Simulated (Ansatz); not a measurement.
A further run on WO3 (the lowest singlet isomer of a short search).

```yaml
crystal:
  periodic: [false, false, false]
  atoms:
    - {symbol: W, position_ang: [0.414269, -0.219689, -0.026093]}
    - {symbol: O, position_ang: [0.503601, 1.168056, 0.978562]}
    - {symbol: O, position_ang: [-0.799154, -1.245968, 0.620071]}
    - {symbol: O, position_ang: [-0.118717, 0.297601, -1.572540]}
basis:
  gaussian: {orbitals: def2-TZVPP}
hamiltonian: {xc: {name: HF}, dispersion: d4}
scf: {lower_state_search: light}
output: {forces: true}
```

```sh
$ ansatz run in.yaml --threads 4 --pin off --events-out ev --progress --plain --max-ram 3916MiB
```

It prints (some lines left out):

```
Functional definition: HF
1068 factors; their error is unknown
mean field evaluation 1: about -7905.2659 eV, gradient 9.1e1 eV
mean field evaluation 2: about -7879.8507 eV, gradient 1.6e2 eV
mean field evaluation 4: about -7920.8387 eV, gradient 2.0e0 eV
mean field evaluation 8: about -7920.8699 eV, gradient 1.4e-1 eV
mean field evaluation 16: about -7905.3893 eV, gradient 9.1e1 eV
mean field evaluation 32: about -7914.1253 eV, gradient 2.1e1 eV
mean field -7920.98575155 eV, -291.0908573326 hartree, gradient 1.3e-5 eV, S^2 0.000000; 0 other end points of the search recorded, 0 dependent functions left out
reference -7920.98575155 eV, -291.0908573326 hartree; 19, 19 occupied and 130, 130 virtual orbitals, 1068 factors
Total energy: -7921.28645918 eV, -291.1019081341 hartree
Atom 0 at     0.414269    -0.219689    -0.026093 Å, force    -3.281110     1.739731     0.206494 eV/Å
Atom 1 at     0.503601     1.168056     0.978562 Å, force     0.425879    -1.719190    -1.078011 eV/Å
Atom 2 at    -0.799154    -1.245968     0.620071 Å, force     1.781700     0.792950    -0.705108 eV/Å
Atom 3 at    -0.118717     0.297601    -1.572540 Å, force     1.073531    -0.813492     1.576624 eV/Å
Dipole moment:     1.234256    -0.654524    -0.077744 e Å
```

Run time 1.1 s (4 threads of Arm Neoverse V2 on a shared host).

In the def2 sets W takes a core potential; there is no spin–orbit coupling.
